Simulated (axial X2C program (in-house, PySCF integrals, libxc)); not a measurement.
# Which functional? An output for FeN

An SCF output computed with an axial X2C code built on PySCF integrals for FeN at 1.603 Å, two-component, state Ω = 5/2, Fe dyall-cv3z [9s10p6d3f2g], N dyall-av3z [7s7p3d2f] (cores contracted in-house), without its first line:

```
basis functions 165  fitting functions 888  grid points 5075
iter        total energy     max residual
   1      -1327.166775641     8.17e-02
   2      -1327.171999064     2.18e-02
   3      -1327.173591043     1.43e-02
   4      -1327.174330739     1.36e-02
   5      -1327.174590063     4.79e-03
   6      -1327.174825554     9.53e-04
   7      -1327.174845849     8.94e-04
   8      -1327.174879866     1.04e-03
   9      -1327.174948254     3.32e-03
  10      -1327.175010524     2.96e-03
  11      -1327.175150399     1.19e-03
  12      -1327.175174551     8.96e-04
  13      -1327.175175552     1.06e-03
  14      -1327.175177042     5.35e-04
  15      -1327.175181409     8.19e-05
  16      -1327.175181547     1.22e-05
  17      -1327.175181555     6.95e-06
converged
one-electron -1950.01079916  Coulomb 626.24065317  exact exchange 0.00000000  xc functional -63.13725630  nuclear repulsion 60.08125539  atomic mean-field constant -0.34903464
```

Which level of theory produced it?
A. HF
B. PW91
C. PBE0

B. The exact-exchange term against the functional term shows a share of 0 of exact exchange.
